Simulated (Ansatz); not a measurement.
C₄H₁₂Si, singlet, geometry from GFN2-xTB; PBE0/def2-SVP in Ansatz (a program for electronic structure).

Here is a job for Ansatz.
Ansatz 0.2 input:
```yaml
crystal:
  periodic: [false, false, false]
  atoms:
    - {symbol: C, position_ang: [-0.41778104, -1.21418858, -1.41267705]}
    - {symbol: Si, position_ang: [0.00000000, 0.00000000, -0.00000000]}
    - {symbol: C, position_ang: [0.00554135, 1.78528707, -0.67614402]}
    - {symbol: C, position_ang: [-1.31041007, -0.15385282, 1.37971233]}
    - {symbol: C, position_ang: [1.72264977, -0.41724567, 0.70910873]}
    - {symbol: H, position_ang: [-1.39396412, -1.00424407, -1.83950537]}
    - {symbol: H, position_ang: [-0.42931030, -2.24160426, -1.06128465]}
    - {symbol: H, position_ang: [0.30997764, -1.15221546, -2.21624356]}
    - {symbol: H, position_ang: [0.24035806, 2.50337027, 0.10386249]}
    - {symbol: H, position_ang: [-0.96211391, 2.05565595, -1.08813490]}
    - {symbol: H, position_ang: [0.74182785, 1.90768456, -1.46487309]}
    - {symbol: H, position_ang: [-2.30457514, 0.07745214, 1.00913662]}
    - {symbol: H, position_ang: [-1.33992132, -1.15990805, 1.78735734]}
    - {symbol: H, position_ang: [-1.10210317, 0.52516646, 2.20113401]}
    - {symbol: H, position_ang: [1.75423943, -1.42860695, 1.10324445]}
    - {symbol: H, position_ang: [2.49352738, -0.33921814, -0.05171446]}
    - {symbol: H, position_ang: [1.99205759, 0.25646756, 1.51702112]}
basis:
  gaussian:
    orbitals: def2-SVP
hamiltonian:
  xc: pbe0
accuracy: high
```

Problem. What does Ansatz print? Leave out banner, timings and long lists.

Solution. 
```
Functional definition: PBE0
3295 factors; integrals over basis functions are off by at most 1.2e-8 eV
mean field evaluation 1: about -12195.0100 eV, gradient 7.4e1 eV
mean field evaluation 2: about -12193.6718 eV, gradient 7.4e1 eV
mean field evaluation 4: about -12208.1954 eV, gradient 1.1e0 eV
mean field evaluation 8: about -12208.5003 eV, gradient 1.8e-2 eV
mean field evaluation 16: about -12208.5003 eV, gradient 2.5e-6 eV
mean field -12208.50032660 eV, -448.6541117839 hartree, gradient 2.9e-8 eV, S^2 0.000000; 0 other end points of the search recorded, 0 dependent functions left out
reference -12208.50032959 eV, -448.6541118938 hartree; 25, 25 occupied and 109, 109 virtual orbitals, 3295 factors
Total energy: -12208.50032959 eV, -448.6541118938 hartree
```
